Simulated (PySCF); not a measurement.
Numbering as in the mapped SMILES `[F:1][c:2]1[cH:3][cH:4][cH:5][c:6]([F:7])[n:8]1`; H(Xn) means a hydrogen on atom n.

GIAO PBE0/pcSseg-1 shifts (PySCF, gas phase, non-relativistic, equivalent atoms averaged), each against references optimised in the same way as the molecule (CFCl3, TMS, NH3).

On the GFN2-xTB geometry: F1/F7 -65.9, C2/C6 172.5, C4 150.3, C3/C5 110.6, N8 284.8, H(C4) 8.11, H(C3)/H(C5) 6.88 ppm.

Problem. What changes on the PBE0-D3(BJ)/def2-SVP geometry?

Solution. 
```
      atoms  δ (ppm)  change
      F1/F7    -62.1    +3.8
      C2/C6    169.2    -3.3
         C4    149.7    -0.6
      C3/C5    109.7    -0.9
         N8    278.9    -5.9
      H(C4)     7.86   -0.25
H(C3)/H(C5)     6.70   -0.18
```

Unscaled 19F shifts against computed CFCl3 carry errors that often reach 10 to 50 ppm.

Bonds between heavy atoms that differ most (equivalent bonds averaged): F1–C2 1.333 → 1.322 Å, C3–C4 1.386 → 1.393 Å, C2–C3 1.386 → 1.393 Å. Mean change of bonds to hydrogen: C–H +0.013 Å.
